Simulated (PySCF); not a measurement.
## Energy of W²⁺ (tungsten, charge +2) between two integer charges

The 5d alpha orbital of [Xe] 4f14 5d4 is emptied in steps (occupation f), with all orbitals relaxed, ending at [Xe] 4f14 5d3. Calculation: PySCF 2.14, in def2-TZVP with the def2 core potential (60 electrons) (6s4p3d1f, 40 functions); a scalar-relativistic core potential. The exact energy is a straight line in f; departures are measured from the line between the end points of the same method.

```tsv
f	PBE0 (eV)	r2SCAN (eV)	LC-wPBE (eV)
1	0.000	0.000	0.000
0.8	-0.619	-0.806	-0.159
0.6	-0.931	-1.211	-0.239
0.4	-0.933	-1.212	-0.238
0.2	-0.623	-0.809	-0.158
0	0.000	0.000	0.000
```

```tsv
method	E(f=0) − E(f=1) (eV)	−ε at f=1 (eV)	−ε at f=0.4 (eV)
PBE0	25.864	22.008	26.636
r2SCAN	25.760	20.728	26.763
LC-wPBE	25.732	24.749	25.935
```

Orbital energy along the path (eV):

| f | PBE0 | r2SCAN | LC-wPBE |
| --- | --- | --- | --- |
| 1 | -22.008 | -20.728 | -24.749 |
| 0.8 | -23.531 | -22.732 | -25.132 |
| 0.6 | -25.078 | -24.744 | -25.532 |
| 0.4 | -26.636 | -26.763 | -25.935 |
| 0.2 | -28.195 | -28.790 | -26.328 |
| 0 | -29.760 | -30.817 | -26.715 |

Reference removal energy between the ground levels: 26 ± 0.4 eV (semi-empirical (NIST evaluation); NIST Atomic Spectra Database, ionization energies). The calculation has no spin-orbit coupling. The determinant left behind need not be the lowest term of the ion.
